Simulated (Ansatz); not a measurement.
C4GeN4O4 (`O=C=[N][Ge]([N]=C=O)([N]=C=O)[N]=C=O`), relaxed with RKS PBE-D4/def2-SVP in the Gaussian-basis code of Ansatz from a rough embedded geometry. The force threshold is 0.03 eV/Å; the program also tests the step.

The species carries charge 0 and has multiplicity 1.

Start:

```xyz
13

O    -1.869   -1.908    1.634
C    -0.794   -1.704    1.169
N     0.343   -1.465    0.684
Ge    0.617    0.060   -0.387
N     0.127    1.597    0.418
C    -1.066    1.742    0.865
O    -2.202    1.921    1.289
N    -0.437   -0.186   -1.939
C    -1.677   -0.327   -1.843
O    -2.908   -0.398   -1.774
N     2.420    0.073   -0.918
C     3.311    0.245   -0.009
O     4.134    0.351    0.811
```

Q: How much energy does the relaxation release, and in how many steps? (An estimate is asked.)

A: Ansatz gave: 98.01 kJ/mol, in 19 steps, 2 of them rejected.

Q: Which bonds change most? (An estimate is asked.)

A: Ansatz gave: Ge4–N8 from 1.892 to 1.807 Å; Ge4–N11 from 1.879 to 1.798 Å; N3–Ge4 from 1.884 to 1.813 Å; N11–C12 from 1.285 to 1.220 Å.

Q: Give the relaxed structure. (Best estimate.)

A: Computed: 
```xyz
13

O    -1.294   -2.740    2.293
C    -0.683   -2.142    1.484
N    -0.007   -1.598    0.623
Ge    0.287    0.000   -0.181
N    -0.216    1.344    0.930
C    -1.061    2.212    1.087
O    -1.835    3.070    1.312
N    -0.594    0.100   -1.755
C    -1.575   -0.284   -2.371
O    -2.496   -0.604   -3.031
N     2.036    0.156   -0.567
C     3.160    0.213   -0.096
O     4.276    0.276    0.272
```
